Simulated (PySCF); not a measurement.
Peak assignment

Atoms are numbered as in `[CH:1]#[C:2][C@@H:3]1[CH2:4][SiH2:5][SiH2:6][C@@H:7]([F:8])[SiH2:9]1`. Hydrogens are named by the atom that carries them. Ha(C4), Ha(Si5), Ha(Si6), Ha(Si9) are cis to C2 on the ring; Hb(C4), Hb(Si5), Hb(Si6), Hb(Si9) are trans to C2 on the ring.

In vacuum, non-relativistic Hamiltonian, a single conformation. Shielding tensors at PBE0/pcSseg-1 (GIAO); structure optimised with GFN2-xTB; PySCF 2.14.0 with density-fitted response routines.

Shifts are taken against calculated references (same method and geometry level): ¹³C (σ = 186.93 ppm), ¹H (σ = 31.72 ppm) vs TMS.

Q: Assign these signals to the numbered atoms. ¹³C{¹H} NMR (computed): δ 92.2 (C), 82.7 (CH), 75.6 (CH), 17.0 (CH2), 10.5 (CH).

A: 
```tsv
δ (ppm)	atoms	environment	reason
92.2	C2	alkyne carbon	the triple bond shields along its axis, which puts it between sp3 and sp2 carbons
82.7	C7	sp3 CH bonded to F and 2 Si	deshielded by the electronegative neighbour
75.6	C1	terminal alkyne carbon	sp carbons lie upfield of alkene carbons because the cylindrical π system leaves one tensor component strongly shielded
17.0	C4	sp3 CH2 bonded to Si	–
10.5	C3	propargylic sp3 CH bonded to Si	an electropositive neighbour leaves it electron-rich and shielded
```

Q: Assign these signals to the numbered atoms. ¹H NMR (500 MHz, computed): δ 5.61 (m, 1H), 4.57 (m, 1H), 4.21 (m, 1H), 4.19 (m, 1H), 4.09 (m, 1H), 4.05 (m, 1H), 3.97 (m, 1H), 2.29 (m, 1H), 1.92 (m, 1H), 1.64 (d, 1H), 1.23 (m, 1H).

A: 
5.61 → H(C7), hydrogen on an sp3 CH bonded to F and 2 Si: its carbon carries F, an electronegative neighbour
4.57 → Hb(Si9), hydrogen on a silicon bonded to 2 C, in a 6-membered ring
4.21 → Hb(Si6), hydrogen on a silicon bonded to C, Si, in a 6-membered ring
4.19 → Hb(Si5), hydrogen on a silicon bonded to C, Si, in a 6-membered ring
4.09 → Ha(Si9), hydrogen on a silicon bonded to 2 C, in a 6-membered ring
4.05 → Ha(Si6), hydrogen on a silicon bonded to C, Si, in a 6-membered ring
3.97 → Ha(Si5), hydrogen on a silicon bonded to C, Si, in a 6-membered ring
2.29 → H(C3), hydrogen on a propargylic sp3 CH bonded to Si
1.92 → Hb(C4), hydrogen on an sp3 CH2 bonded to Si
1.64 → H(C1), hydrogen on a terminal alkyne carbon: it lies on the axis of the triple bond, in its shielding cone
1.23 → Ha(C4), hydrogen on an sp3 CH2 bonded to Si

Hb(Si6) and Hb(Si5); Hb(Si5) and Ha(Si9); Ha(Si9) and Ha(Si6); Ha(Si6) and Ha(Si5) lie closer than the usual error of such a calculation, so a measured spectrum could show them in the other order.

Splittings by ¹⁹F in the carbon and heteronuclear signals aren't shown, as no couplings were computed. Shifts are as computed. Against solution values, carbons near 30 ppm lie about +3 ppm off and those near 130 ppm about +5 ppm. Of 1211 compounds with measured shifts, 218 miss one by over three times the rms of a fit or turn the order of signals round; such compounds aren't used in these exercises. Multiplicities follow the n + 1 count of equivalent neighbours, as no J values were calculated; m marks all less simple cases, F and P coupling included.
